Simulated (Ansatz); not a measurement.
Reaction (atomization): `[CH3][GeH2][NH][Si](C)(F)F` → 2 C• + 2 F• + Ge• + 9 H• + N• + Si•

Program: Ansatz. Geometries: PBE0-D4/def2-TZVP. ΔE: electronic, gas phase. CBS: MP2 limit from def2 TZ/QZ plus the TZ coupled-cluster correction, frozen cores. This one scheme is used for every species, atoms too. Functionals use def2-TZVPP. No spin–orbit coupling; open shells (•) take unrestricted orbitals. Spin–orbit coupling would lower the free atoms: a little for C, F, Si; clearly for Ge. Bonds to Ge are less sure, by a few kJ/mol each and by 10 to 20 or more in all where they break to atoms, as the def2 sets lack core-valence functions. Scalar relativity is left out up to krypton. One conformer a species, not always the lowest.

`[CH3][GeH2][NH][Si](C)(F)F`:

Z-matrix (Å, degrees):
```
C
Ge 1 1.947
H 1 1.091 2 110.6
H 1 1.091 2 110.0 3 120.4
H 1 1.091 2 110.2 3 -120.1
N 2 1.851 1 110.7 3 -179.8
H 2 1.538 1 111.5 3 -62.5
H 2 1.540 1 110.5 3 60.7
Si 6 1.689 2 128.8 1 -69.6
H 6 1.010 2 113.6 1 102.5
C 9 1.842 6 112.6 2 -19.7
F 9 1.594 6 109.4 2 -143.2
F 9 1.597 6 112.0 2 102.9
H 11 1.093 9 111.5 6 61.2
H 11 1.092 9 111.2 6 -59.7
H 11 1.092 9 109.8 6 -179.6
```

(1) What is ΔE at CCSD(T)/CBS? (Estimate.)

(2) What do these levels give: r2SCANh-D4, r2SCAN0-D4, BLYP, PBE0, r2SCANh, MP2/def2-SVP? (Best estimate.)

Largest T1 diagnostic among the species: 0.012.

Answers

(1) The calculation gave: +6054.3 kJ/mol.

(2) The calculation gave: r2SCANh-D4 5999.1, r2SCAN0-D4 5952.0, BLYP 5904.8, PBE0 5964.8, r2SCANh 5988.2, MP2/def2-SVP 5716.7 kJ/mol.

In def2-TZVPP, CCSD(T) changes the Hartree–Fock value by +1434.7 kJ/mol (the triples alone add +76.5 kJ/mol) and MP2 by +1522.7 kJ/mol; breaking electron pairs costs correlation energy, which Hartree–Fock lacks. The D4 term adds +63.0 kJ/mol with B3LYP and +33.8 kJ/mol with PBE0; it sums over pairs of atoms, weighted by their polarisabilities, and B3LYP, whose exchange is more repulsive, gets the larger term. From r2SCAN to r2SCAN0 (25 % exact exchange), in def2-TZVPP and without D4, ΔE moves by −82.1 kJ/mol: exact exchange takes away binding that semilocal exchange gives to molecules.

B3LYP here is the variant with VWN-RPA as its local correlation; programs differ in this.

For atomizations the MP2-based limit and the directly extrapolated one differ by several kJ/mol either way, and by 10 to 25 for some Ge, Se and Sn compounds, so smaller differences from it don't rank the levels.
